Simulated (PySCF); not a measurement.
**Ir²⁺ (iridium, charge +2) across methods**

[Xe] 4f14 5d6 6p1, one real determinant (an excited configuration). Calculation: PySCF 2.14, in aug-cc-pwCVTZ-PP with ECP60MDF (8s8p7d4f3g, 122 functions); a scalar-relativistic core potential.

```csv
method,E (hartree),mean ε 5d α (eV),mean ε 5d β (eV),mean ε 6p α (eV),Σ⟨r²⟩ (bohr²),⟨S²⟩
MN15,-102.9083,-31.666,-29.438,-17.944,38.80,8.751
r2SCAN,-103.1391,-29.956,-26.910,-16.794,38.57,8.752
UHF,-102.44922,-36.108,-32.218,-18.934,39.13,8.753
PBE0,-103.0892,-31.292,-28.414,-17.347,38.70,8.751
PBE,-103.1160,-29.416,-26.778,-16.676,38.71,8.751
HSE06,-103.0872,-30.864,-28.001,-16.955,38.74,8.751
LDA,-102.8714,-29.478,-26.766,-16.834,38.81,8.751
BHandHLYP,-102.9835,-32.891,-30.014,-17.790,38.83,8.752
```

⟨L²⟩ = 8.05 against 12 for a pure F term, so this real determinant mixes terms. Energies and moments cover only the electrons outside the core potential. Spin-orbit coupling, absent here, splits the open shell strongly.
